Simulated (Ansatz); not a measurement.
Input for Ansatz (a quantum-chemistry and plane-wave program): R-BLYP/def2-TZVPP on CH4GeO (SMILES C[O][GeH]), a point of a torsion scan.

Ansatz 0.2 input:
```yaml
crystal:
  periodic: [false, false, false]
  atoms:
    - {symbol: C, position_ang: [-0.87320297, -0.28468105, 0.01326691]}
    - {symbol: O, position_ang: [0.25874918, 0.53930819, -0.08277231]}
    - {symbol: Ge, position_ang: [1.84695658, 1.19218547, -0.04210016]}
    - {symbol: H, position_ang: [-0.79001287, -1.10970498, -0.69775105]}
    - {symbol: H, position_ang: [-1.76250742, 0.30367767, -0.22552135]}
    - {symbol: H, position_ang: [-0.97417882, -0.68973575, 1.02289980]}
    - {symbol: H, position_ang: [2.22463866, 1.05858898, 1.65074045]}
basis:
  gaussian:
    orbitals: def2-TZVPP
hamiltonian:
  xc: {name: BLYP}
scf: {lower_state_search: off}
```

The log:

```
WARN ansatz: RAYON_NUM_THREADS=1 ignored (pool sized by the plan → 1); use --threads N
Functional definition: BLYP
these checks for a lower state are left out or cut short: stability, starts, cluster_reference, orbital_swaps, neighbouring_geometries, increment
integrals: 0.07 GiB planned
925 factors; their error is unknown
mean field: 0.53 GiB planned
mean field evaluation 1: about -59657.9751 eV, gradient 7.5e1 eV
mean field evaluation 2: about -59529.3309 eV, gradient 2.2e2 eV
mean field evaluation 4: about -59667.5233 eV, gradient 2.6e1 eV
mean field evaluation 8: about -59668.6696 eV, gradient 1.1e-1 eV
mean field evaluation 16: about -59668.6468 eV, gradient 4.3e-4 eV
mean field -59668.64679500 eV, -2192.7823248550 hartree, gradient 1.8e-6 eV, S^2 0.000000; 0 other end points of the search recorded, 0 dependent functions left out
reference -59668.64712504 eV, -2192.7823369837 hartree; 25, 25 occupied and 141, 141 virtual orbitals, 925 factors
Total energy: -59668.64712504 eV, -2192.7823369837 hartree
Checks for a lower state left out: stability, starts, cluster_reference, orbital_swaps, neighbouring_geometries, increment
```

The calculation finished and met its thresholds.

Cost: very roughly 1.3 core-seconds.
